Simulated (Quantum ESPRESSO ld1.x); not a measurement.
Values are calculated unless marked as measured or tabulated.
Question: All-electron atom: a nucleus of charge 10.2 with 9 electrons in [He] 2s2 2p5. Level of theory: scalar-relativistic Kohn-Sham, revPBE, spin-unpolarised, spherical densities, point nucleus (ld1.x of Quantum ESPRESSO 7.5). Some entries of the table are withheld. Estimate them.

| orbital | occ. | eigenvalue (hartree) | <r> (bohr) |
|---|---|---|---|
| 1s | 2 | (1) | (2) |
| 2s | 2 | (3) | (4) |
| 2p | 5 | (5) | (6) |

Answer: 
(1) 1s eigenvalue (hartree): -32.8943
(2) 1s <r> (bohr): 0.1546
(3) 2s eigenvalue (hartree): -2.2693
(4) 2s <r> (bohr): 0.8392
(5) 2p eigenvalue (hartree): -1.3718
(6) 2p <r> (bohr): 0.8505
